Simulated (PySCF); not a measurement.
BrF2GeH2N, SMILES [Ge]([NH2])([F])([F])[Br].

Geometry optimised at B3LYP-D3(BJ)/def2-SVP. This is a generated structure with no PubChem entry under its InChIKey; it may be hypothetical. The values are those of a single conformer.

Calculation: TDA-B3LYP/def2-SVPD run with PySCF.

Vertical excitations. Isolated molecule, no solvent. State labels are in the subgroup Cs.

```
state  symmetry  energy (eV)  λ (nm)      f                                                main pairs
-----  --------  -----------  ------  -----  --------------------------------------------------------
S1           A'         5.61     221  0.066                                            HOMO→LUMO 94 %
S2           A"         5.88     211  0.014                                          HOMO−1→LUMO 99 %
S3           A'         6.22     199  0.068                                          HOMO−2→LUMO 94 %
S4           A'         7.33     169  0.003                                          HOMO→LUMO+1 96 %
S5           A"         7.57     164  0.000                                          HOMO→LUMO+2 99 %
S6           A'         7.91     157  0.069                      HOMO−3→LUMO 66 %, HOMO−1→LUMO+2 24 %
S7           A"         7.98     155  0.019                                        HOMO−1→LUMO+1 97 %
S8           A'         8.14     152  0.041                    HOMO−2→LUMO+1 73 %, HOMO−1→LUMO+2 18 %
S9           A'         8.27     150  0.009  HOMO→LUMO+3 43 %, HOMO−1→LUMO+2 29 %, HOMO−2→LUMO+1 13 %
S10          A"         8.28     150  0.000                                        HOMO−2→LUMO+2 97 %
T1           A'         4.97     249      0                                            HOMO→LUMO 97 %
T2           A"         5.39     230      0                                          HOMO−1→LUMO 97 %
T3           A'         5.63     220      0                                          HOMO−2→LUMO 96 %
T4           A'         6.96     178      0                        HOMO→LUMO+1 52 %, HOMO−3→LUMO 39 %
```
Triplets are in the Tamm–Dancoff approximation.
